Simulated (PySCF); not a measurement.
MoCl3H3, SMILES [Cl][MoH3]([Cl])[Cl], multiplicity 1. The structure is a stationary point at PBE0-D3(BJ)/def2-SVP. The multiplicity is an assumed one; no other spin state was optimised. The structure was generated by enumeration; whether it is a known compound was not checked. The def2 effective core potentials stand for the cores of Mo; spin–orbit coupling is left out.

These are PBE0-D3(BJ)/def2-SVP (PySCF) values and carry that method's errors.

Harmonic wavenumbers (cm⁻¹): 96, 96, 158, 360, 382, 430, 430, 604, 604, 938, 939, 1143, 2119, 2119, 2141. Rotational constants (GHz): 1.801, 1.801, 0.9531; symmetry number 3.

Work out the zero-point energy and the ideal-gas rigid-rotor harmonic-oscillator thermochemistry at 298.15 K and 1 atm.

ZPE = ½ Σ hcν = ½ × 12560 cm⁻¹ = 75.12 kJ/mol. H − E(el) = 94.98 kJ/mol. Entropy in J/(mol K): translation 175.15, rotation 112.34, vibration 61.50, total 348.99. G − E(el) = -9.07 kJ/mol. Cp = 95.53 J/(mol K). Modes under 150 cm⁻¹ make the vibrational entropy uncertain.
